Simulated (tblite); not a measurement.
C4H4F3 (doublet state).
SMILES with atom numbers: `[CH2:1][C:2](=[CH2:3])[C:4]([F:5])([F:6])[F:7]` (hydrogens: H8, H9 on C1; H10, H11 on C3)
Bond orders are those of one Lewis drawing.

Computed with GFN2-xTB (tblite), gas phase: L-BFGS steps from a force-field or distance-geometry start until the largest atomic force falls under 0.01 eV/Å.

Step 18: E = -672.6610 eV
```
atom  x, y, z in Å  |  force x, y, z in eV/Å
C1     -0.6042    1.3244   -0.3192    0.011   0.027  -0.016
C2      0.1485    0.2014   -0.0628    0.028  -0.063  -0.015
C3      1.5147    0.1080   -0.1740   -0.001   0.007   0.002
C4     -0.6338   -1.0280    0.3543    0.009   0.036  -0.002
F5      0.1341   -2.0847    0.6438   -0.006  -0.025  -0.053
F6     -1.3822   -0.8007    1.4472   -0.033   0.029   0.021
F7     -1.4890   -1.4201   -0.6080    0.028  -0.040   0.019
H8     -0.1301    2.2489   -0.5898    0.006  -0.016  -0.031
H9     -1.6759    1.2998   -0.2599   -0.022   0.020   0.046
H10     2.0381   -0.8064    0.0385   -0.015   0.039  -0.003
H11     2.0851    0.9598   -0.4962   -0.005  -0.012   0.032
```

Step 19: E = -672.6614 eV
```
atom  x, y, z in Å  |  force x, y, z in eV/Å
C1     -0.6037    1.3243   -0.3190   -0.003  -0.010  -0.004
C2      0.1488    0.2006   -0.0611   -0.007  -0.002  -0.040
C3      1.5138    0.1083   -0.1745    0.013   0.006   0.011
C4     -0.6331   -1.0272    0.3544   -0.013  -0.006   0.020
F5      0.1340   -2.0852    0.6427   -0.006  -0.018  -0.045
F6     -1.3827   -0.8007    1.4471   -0.024   0.025   0.018
F7     -1.4878   -1.4193   -0.6080    0.018  -0.038   0.008
H8     -0.1286    2.2463   -0.5933    0.012   0.007  -0.034
H9     -1.6756    1.3003   -0.2576   -0.011   0.023   0.044
H10     2.0368   -0.8050    0.0377    0.011   0.002   0.003
H11     2.0836    0.9603   -0.4942    0.010   0.012   0.019
```

Q: Estimate the geometry and energy of step 20. (The exact step hangs on the optimiser's Hessian estimate; all steps are aligned on step 19, rigid shifts and turns removed.)

A: E = -672.6617 eV, largest force 0.052 eV/Å
```
atom  x, y, z in Å  |  force x, y, z in eV/Å
C1     -0.6034    1.3240   -0.3184   -0.016   0.001  -0.012
C2      0.1488    0.1999   -0.0606   -0.018   0.026  -0.041
C3      1.5135    0.1086   -0.1747    0.010   0.004   0.015
C4     -0.6329   -1.0268    0.3548   -0.024  -0.036   0.025
F5      0.1337   -2.0859    0.6411   -0.005  -0.008  -0.027
F6     -1.3837   -0.8005    1.4473   -0.006   0.018   0.005
F7     -1.4867   -1.4195   -0.6079    0.004  -0.031  -0.001
H8     -0.1275    2.2449   -0.5967    0.003  -0.003  -0.026
H9     -1.6758    1.3013   -0.2555    0.009   0.023   0.042
H10     2.0364   -0.8040    0.0371    0.025  -0.021   0.008
H11     2.0829    0.9608   -0.4925    0.019   0.028   0.010
```

The energy changes by -0.0003 eV. The first-order estimate −F·Δx gives -0.0004 eV and the mean of the old and new forces, exact on a quadratic surface, -0.0003 eV. The step makes an angle of 53° with the force vector and moves no atom by more than 0.004 Å.

What follows is the cost of the whole relaxation. Hardware: one thread of an Arm Neoverse V2, on a shared host. Cost: 0.1 s of wall time.
